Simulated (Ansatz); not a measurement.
A structure relaxed at PBE0-D4/def2-SVP in Ansatz, charge 1, singlet:

```csv
atom,x (Å),y (Å),z (Å)
Au1,-1.673,3.048,0.566
Au2,-0.004,0.013,0.040
Au3,1.784,-2.924,-0.673
Au4,-1.432,1.809,-2.620
Au5,1.334,-1.979,2.591
Se6,-2.187,0.972,-0.509
Se7,2.177,-0.939,0.606
```

Q: Give its formula and point group.

A: the cluster Au₅Se₂⁺ (the lowest singlet isomer of a short search). Point group C2 (tolerance 0.1 Å).

Q: Summarise the bond lengths by kind (pairs closer than 1.2 times the sum of covalent radii, bridged metal pairs left out).

A: 6 × Au–Se 2.39 to 2.45 Å.

In the def2 sets Au takes a core potential; there is no spin–orbit coupling. The structure comes from a short search, and lower isomers may exist.
